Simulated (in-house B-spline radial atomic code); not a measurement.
A fraction x of an electron is moved 3p → 4f in Sr⁴⁺, starting from [Ar] 3d10 4s2 4p4 and keeping the highest spin. Method: non-relativistic RPBE, spin-polarised, spherical fractional occupations, point nucleus. Calculated with a B-spline radial code for spherical atoms.

```json
{"x": "0", "E(x) - E(0) (eV)": "0.0000", "3p down level (eV)": "-300.616", "4f up level (eV)": "-"}
{"x": "0.125", "E(x) - E(0) (eV)": "35.4374", "3p down level (eV)": "-303.534", "4f up level (eV)": "-18.837"}
{"x": "0.25", "E(x) - E(0) (eV)": "?", "3p down level (eV)": "?", "4f up level (eV)": "?"}
{"x": "0.375", "E(x) - E(0) (eV)": "107.2821", "3p down level (eV)": "-309.284", "4f up level (eV)": "-19.265"}
{"x": "0.5", "E(x) - E(0) (eV)": "?", "3p down level (eV)": "?", "4f up level (eV)": "?"}
{"x": "0.625", "E(x) - E(0) (eV)": "180.4236", "3p down level (eV)": "-314.935", "4f up level (eV)": "-19.856"}
{"x": "0.75", "E(x) - E(0) (eV)": "217.4632", "3p down level (eV)": "-317.723", "4f up level (eV)": "-20.174"}
{"x": "0.875", "E(x) - E(0) (eV)": "254.8096", "3p down level (eV)": "-320.486", "4f up level (eV)": "-20.496"}
{"x": "1", "E(x) - E(0) (eV)": "292.4597", "3p down level (eV)": "-323.223", "4f up level (eV)": "-20.815"}
```

(1) What belongs in the row x = 0.25?

(2) What belongs in the row x = 0.5?

(3) Check Janak's theorem between x = 0.625 and 0.75.

Answers

(1) An energy change of 71.1930 eV; 3p down at -306.423 eV, 4f up at -19.031 eV.

(2) An energy change of 143.6949 eV; 3p down at -312.122 eV, 4f up at -19.547 eV.

(3) The slope of the energy is 296.32 eV; the orbital levels give 296.31 eV (ε of the receiving orbital less ε of the emptying one, averaged over the two points).
